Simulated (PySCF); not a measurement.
# Magnetisability: SMILES C(/C#CC#N)=C/C(Cl)Cl, C6H3Cl2N

Geometry (Å), atoms numbered from 1 in this order:
```xyz
12

N     4.441   -0.518    0.529
C     3.366   -0.123    0.424
C     2.094    0.341    0.301
C     0.955    0.743    0.189
C    -0.343    1.253    0.068
C    -1.432    0.507   -0.141
C    -1.401   -0.968   -0.273
Cl   -2.413   -1.707    1.003
Cl   -2.037   -1.440   -1.877
H    -0.426    2.329    0.157
H    -2.405    0.968   -0.224
H    -0.396   -1.385   -0.181
```

The calculation used GIAO B97-2/pcSseg-1 magnetisability, rotational g tensor and spin-rotation constants, non-relativistic, gas phase in PySCF. Geometry: GFN2-xTB.

Q: How diamagnetic is it, and how anisotropic?

A: Isotropic -1468 × 10⁻³⁰ J/T², or -88.4 × 10⁻⁶ cm³/mol; principal values -1573, -1504, -1328 × 10⁻³⁰ J/T², anisotropy 218 × 10⁻³⁰ J/T² (root of half the summed squared differences of the principal values). The susceptibility is in cgs units.

Q: Split it along the inertial axes a, b, c into diamagnetic and paramagnetic parts about the centre of mass, with the quadrupole moment.

A: 
| axis | χ (10⁻⁶ cm³/mol) | diamagnetic (10⁻⁶ cm³/mol) | paramagnetic (10⁻⁶ cm³/mol) | summed x² of all electrons (Å²) | quadrupole Θ (D Å) |
| --- | --- | --- | --- | --- | --- |
| a | -90.3 | -704.4 | 614.1 | 478.2 | -22.28 |
| b | -94.7 | -2367.3 | 2272.5 | 86.3 | +6.42 |
| c | -80.2 | -2394.9 | 2314.7 | 79.8 | +15.86 |

Anisotropies 2χaa − χbb − χcc = -5.7 and 2χbb − χaa − χcc = -18.9 × 10⁻⁶ cm³/mol. Θ is traceless in Buckingham's convention.

Q: And the rotational g tensor?

A: 
| axis | rotational constant (GHz) | g | nuclear part | electronic part |
| --- | --- | --- | --- | --- |
| a | 1.8681 | -0.0202 | 0.5188 | -0.5390 |
| b | 0.4824 | -0.0080 | 0.5070 | -0.5150 |
| c | 0.4703 | -0.0123 | 0.4992 | -0.5115 |

Asymmetric top; isotopes 12C, 35Cl, 1H, 14N; no vibrational averaging.
